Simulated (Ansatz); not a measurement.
Born–Oppenheimer molecular dynamics of a periodic cell of 24 atoms, HCl (contents 12 HCl, density as packed 1.32 g/cm³ with natural masses). It starts from a partly relaxed structure (largest force component 0.25 eV/Å).

All numbers below come from DFT PBE-D3(BJ), scalar-relativistic, plane waves, PAW in Ansatz 0.2.0. Settings: accuracy low, cutoff 420 eV, k mesh 1x1x1, fermi-dirac smearing 0.02 eV, no spin polarisation.

```json
{
 "ensemble": "NVT, Langevin thermostat",
 "time step": "0.5 fs",
 "steps asked": "300",
 "set temperature": "700 K",
 "friction": "0.02 /fs",
 "seed": "30314"
}
```

Frames 5 fs apart, positions in Å.

Velocities at 40.0 fs (Å/ps):

```
Cl -2.43 -0.20 -3.19
H -21.66 19.71 -7.66
Cl -1.51 4.16 1.62
H 16.67 5.48 -21.48
Cl 9.76 3.02 3.33
H 53.23 4.85 -8.85
Cl -1.33 -9.14 -5.03
H 23.20 -9.59 24.54
Cl 3.27 3.10 -3.58
H -23.01 -0.04 13.90
Cl 0.14 0.52 3.41
H -21.27 -47.92 -14.02
Cl -1.71 2.87 7.90
H -19.76 -2.76 11.49
Cl 2.17 1.52 4.64
H -4.38 4.03 -24.05
Cl -1.45 -0.02 6.38
H 8.25 -16.90 14.89
Cl 0.43 -0.65 1.39
H 4.12 3.81 3.31
Cl -2.66 -4.68 0.56
H -13.59 32.98 1.32
Cl 4.05 -1.23 1.18
H -10.60 1.36 4.21
```

```xyz
24
Lattice="8.1972 0.0000 0.0000 0.0000 8.1972 0.0000 0.0000 0.0000 8.1972" Properties=species:S:1:pos:R:3 time_fs=40.0 energy_less_start_eV=0.869 T=513
Cl 4.846 6.979 2.285
H 5.999 6.469 2.007
Cl -0.041 0.769 0.504
H 1.130 0.794 1.085
Cl 0.204 8.707 4.857
H 0.284 7.464 4.354
Cl 2.869 1.532 2.423
H 3.437 2.063 1.417
Cl 3.409 7.832 5.744
H 2.184 8.180 5.608
Cl 4.045 4.150 4.887
H 4.372 3.565 6.046
Cl 6.611 2.965 2.663
H 7.397 2.206 1.819
Cl 8.228 3.231 6.101
H 8.791 3.659 5.048
Cl 1.262 5.385 3.620
H 0.892 5.144 2.461
Cl 7.335 5.498 0.753
H 7.108 4.532 1.674
Cl 4.751 1.706 7.906
H 4.017 0.797 7.266
Cl 3.221 5.154 0.298
H 4.108 5.681 1.061
24
Lattice="8.1972 0.0000 0.0000 0.0000 8.1972 0.0000 0.0000 0.0000 8.1972" Properties=species:S:1:pos:R:3 time_fs=45.0 energy_less_start_eV=0.893 T=482
Cl 4.841 6.980 2.271
H 5.999 6.507 1.874
Cl -0.041 0.784 0.504
H 1.182 0.799 0.953
Cl 0.250 8.712 4.873
H 0.479 7.524 4.356
Cl 2.860 1.485 2.405
H 3.627 2.052 1.503
Cl 3.424 7.848 5.732
H 2.119 8.209 5.689
Cl 4.049 4.142 4.906
H 4.281 3.378 5.864
Cl 6.599 2.969 2.693
H 7.213 2.168 1.906
Cl 8.232 3.249 6.124
H 8.743 3.653 4.945
Cl 1.268 5.386 3.652
H 0.877 5.037 2.397
Cl 7.341 5.497 0.767
H 7.093 4.558 1.704
Cl 4.738 1.686 7.914
H 3.951 0.925 7.226
Cl 3.224 5.151 0.297
H 4.039 5.773 1.102
24
Lattice="8.1972 0.0000 0.0000 0.0000 8.1972 0.0000 0.0000 0.0000 8.1972" Properties=species:S:1:pos:R:3 time_fs=50.0 energy_less_start_eV=0.998 T=474
Cl 4.845 6.987 2.255
H 6.013 6.507 1.722
Cl -0.035 0.810 0.496
H 1.221 0.839 0.885
Cl 0.293 8.710 4.883
H 0.610 7.596 4.315
Cl 2.846 1.444 2.395
H 3.759 2.015 1.616
Cl 3.438 7.863 5.730
H 2.191 8.262 5.717
Cl 4.061 4.131 4.930
H 4.307 3.087 5.810
Cl 6.576 2.962 2.728
H 7.037 2.048 1.876
Cl 8.239 3.260 6.145
H 8.639 3.616 4.987
Cl 1.277 5.399 3.676
H 0.952 4.986 2.498
Cl 7.360 5.493 0.781
H 7.106 4.516 1.624
Cl 4.728 1.671 7.938
H 3.854 0.981 7.105
Cl 3.224 5.147 0.296
H 3.960 5.888 1.138
24
Lattice="8.1972 0.0000 0.0000 0.0000 8.1972 0.0000 0.0000 0.0000 8.1972" Properties=species:S:1:pos:R:3 time_fs=55.0 energy_less_start_eV=0.967 T=477
Cl 4.862 7.010 2.244
H 5.907 6.558 1.667
Cl -0.034 0.841 0.493
H 1.248 0.970 0.890
Cl 0.321 8.715 4.887
H 0.663 7.608 4.196
Cl 2.827 1.404 2.383
H 3.770 1.966 1.730
Cl 3.454 7.870 5.731
H 2.210 8.267 5.773
Cl 4.072 4.102 4.963
H 4.286 3.037 5.600
Cl 6.558 2.958 2.750
H 6.880 2.034 1.894
Cl 8.244 3.257 6.172
H 8.632 3.641 4.974
Cl 1.275 5.411 3.689
H 1.105 4.940 2.501
Cl 7.387 5.494 0.790
H 7.128 4.446 1.540
Cl 4.716 1.670 7.960
H 3.904 1.052 7.119
Cl 3.232 5.145 0.294
H 3.852 5.928 1.127
24
Lattice="8.1972 0.0000 0.0000 0.0000 8.1972 0.0000 0.0000 0.0000 8.1972" Properties=species:S:1:pos:R:3 time_fs=60.0 energy_less_start_eV=0.998 T=517
Cl 4.879 7.036 2.240
H 5.978 6.585 1.532
Cl -0.026 0.876 0.488
H 1.131 1.061 0.966
Cl 0.355 8.726 4.891
H 0.592 7.711 4.136
Cl 2.791 1.373 2.373
H 3.803 1.957 1.713
Cl 3.469 7.878 5.726
H 2.178 8.227 5.841
Cl 4.083 4.078 4.987
H 4.270 2.839 5.444
Cl 6.538 2.960 2.769
H 6.752 2.020 1.895
Cl 8.237 3.254 6.197
H 8.599 3.714 5.036
Cl 1.276 5.423 3.703
H 1.232 4.966 2.433
Cl 7.403 5.502 0.787
H 7.051 4.402 1.466
Cl 4.699 1.670 7.965
H 3.908 0.990 7.187
Cl 3.237 5.142 0.284
H 3.842 6.017 1.089
24
Lattice="8.1972 0.0000 0.0000 0.0000 8.1972 0.0000 0.0000 0.0000 8.1972" Properties=species:S:1:pos:R:3 time_fs=65.0 energy_less_start_eV=0.956 T=479
Cl 4.908 7.069 2.258
H 5.952 6.644 1.432
Cl -0.014 0.903 0.480
H 1.170 1.149 1.142
Cl 0.387 8.749 4.886
H 0.431 7.720 4.060
Cl 2.763 1.355 2.370
H 3.683 1.933 1.667
Cl 3.485 7.883 5.720
H 2.201 8.129 5.831
Cl 4.094 4.057 5.002
H 4.197 2.781 5.245
Cl 6.509 2.954 2.789
H 6.636 2.007 1.906
Cl 8.221 3.256 6.212
H 8.538 3.795 5.078
Cl 1.283 5.415 3.719
H 1.374 5.092 2.505
Cl 7.420 5.514 0.767
H 6.925 4.449 1.378
Cl 4.681 1.680 7.976
H 3.829 0.872 7.236
Cl 3.246 5.135 0.265
H 3.812 6.061 1.046
24
Lattice="8.1972 0.0000 0.0000 0.0000 8.1972 0.0000 0.0000 0.0000 8.1972" Properties=species:S:1:pos:R:3 time_fs=70.0 energy_less_start_eV=1.076 T=517
Cl 4.931 7.097 2.278
H 5.783 6.735 1.441
Cl 0.002 0.920 0.477
H 0.995 1.226 1.200
Cl 0.417 8.771 4.887
H 0.233 7.799 4.037
Cl 2.756 1.337 2.381
H 3.575 1.923 1.498
Cl 3.494 7.876 5.717
H 2.223 8.055 5.809
Cl 4.098 4.033 5.016
H 4.090 2.757 5.004
Cl 6.474 2.939 2.803
H 6.572 1.992 1.918
Cl 8.209 3.255 6.226
H 8.469 3.897 5.085
Cl 1.285 5.403 3.736
H 1.542 5.214 2.410
Cl 7.432 5.516 0.750
H 6.791 4.526 1.346
Cl 4.660 1.690 7.995
H 3.865 0.915 7.387
Cl 3.248 5.138 0.239
H 3.718 6.132 0.942
24
Lattice="8.1972 0.0000 0.0000 0.0000 8.1972 0.0000 0.0000 0.0000 8.1972" Properties=species:S:1:pos:R:3 time_fs=75.0 energy_less_start_eV=1.245 T=569
Cl 4.935 7.117 2.308
H 5.840 6.759 1.321
Cl 0.030 0.937 0.477
H 0.971 1.349 1.371
Cl 0.451 8.779 4.887
H 0.011 7.888 4.045
Cl 2.754 1.327 2.391
H 3.379 1.838 1.341
Cl 3.488 7.863 5.725
H 2.168 8.028 5.749
Cl 4.093 4.017 5.019
H 3.969 2.651 4.841
Cl 6.434 2.923 2.818
H 6.529 1.970 1.837
Cl 8.188 3.249 6.246
H 8.438 3.879 5.188
Cl 1.284 5.402 3.733
H 1.633 5.295 2.516
Cl 7.433 5.505 0.725
H 6.691 4.665 1.413
Cl 4.651 1.707 8.003
H 3.826 0.793 7.439
Cl 3.235 5.148 0.206
H 3.631 6.197 0.905
24
Lattice="8.1972 0.0000 0.0000 0.0000 8.1972 0.0000 0.0000 0.0000 8.1972" Properties=species:S:1:pos:R:3 time_fs=80.0 energy_less_start_eV=1.167 T=659
Cl 4.931 7.143 2.335
H 5.834 6.747 1.404
Cl 0.065 0.961 0.483
H 0.911 1.386 1.442
Cl 0.489 8.778 4.882
H -0.142 7.951 4.087
Cl 2.753 1.327 2.389
H 3.200 1.743 1.220
Cl 3.482 7.845 5.744
H 2.197 8.000 5.641
Cl 4.087 3.998 5.022
H 3.838 2.834 4.684
Cl 6.395 2.894 2.822
H 6.500 2.038 1.899
Cl 8.157 3.247 6.277
H 8.472 3.919 5.196
Cl 1.280 5.416 3.727
H 1.782 5.255 2.531
Cl 7.422 5.495 0.708
H 6.675 4.718 1.504
Cl 4.648 1.737 8.004
H 3.891 0.748 7.496
Cl 3.213 5.156 0.163
H 3.546 6.200 0.854
```

Of the whole run (150 fs, mean temperature of the second half 636 K): A run of 0.15 ps of so small a system gives no equilibrium averages. Limits of this set-up: coarse k mesh, low accuracy level.

Time of the run: 12 min on 1 thread of Arm Neoverse V1, with other jobs on the host, peak memory 0.52 GiB.
